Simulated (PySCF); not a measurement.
## Shieldings and the share of exact exchange

Molecule: `[SiH3]CC[SiH2]Cl`, C$_{2}$H$_{9}$ClSi$_{2}$.

Cartesian coordinates in Å; atom numbers follow the order of the lines, from 1:
```xyz
14

Si    1.3254    0.5804    1.5849
C     2.4171   -0.2395    0.2766
C     3.4035    0.6815   -0.4495
Si    4.7988    1.3834    0.5931
Cl    5.6873   -0.1783    1.6353
H     0.3013   -0.3946    2.0688
H     2.1319    1.0469    2.7544
H     0.6257    1.7670    0.9981
H     1.7379   -0.7152   -0.4520
H     2.9608   -1.0652    0.7674
H     2.8829    1.5440   -0.9056
H     3.8854    0.1466   -1.2871
H     5.8355    2.0044   -0.2794
H     4.3242    2.3823    1.5921
```

GIAO shieldings (ppm, equivalent atoms averaged) in PySCF 2.14.0 with density-fitted response routines on the PBE0-D3(BJ)/def2-SVP geometry, basis pcSseg-1, gas phase, non-relativistic:

| functional | exact exchange (%) | σ(Si4) | σ(Si1) | σ(C3) | σ(Cl5) |
| --- | --- | --- | --- | --- | --- |
| BLYP | 0 | 329.9 | 394.8 | 159.1 | 989.9 |
| BP86 | 0 | 338.0 | 403.9 | 164.7 | 997.6 |
| PBE | 0 | 339.3 | 405.6 | 164.9 | 998.5 |
| B3LYP | 20 | 343.8 | 405.9 | 165.0 | 1005.4 |
| PBE0 | 25 | 356.5 | 418.7 | 171.6 | 1016.6 |
| mPW1PW91 | 25 | 354.9 | 416.3 | 170.9 | 1015.5 |
| HF | 100 | 402.8 | 451.2 | 182.4 | 1050.6 |

Q: Fit each shielding as a line in the percentage of exact exchange.

A: σ(Si4) = 335.8 + 0.67 x (rms 3.8 ppm); σ(Si1) = 401.6 + 0.50 x (rms 4.2 ppm); σ(C3) = 163.6 + 0.20 x (rms 2.5 ppm); σ(Cl5) = 997.1 + 0.55 x (rms 4.1 ppm). The functionals also differ in their semilocal parts, which the line can't hold; Hartree–Fock has no correlation at all.

Q: What does the line predict for BHandHLYP (50 %), and what does the run give?

A: σ(Si4): 369.3 predicted, 365.1 computed; σ(Si1): 426.6 predicted, 422.2 computed; σ(C3): 173.6 predicted, 172.1 computed; σ(Cl5): 1024.6 predicted, 1024.2 computed ppm.
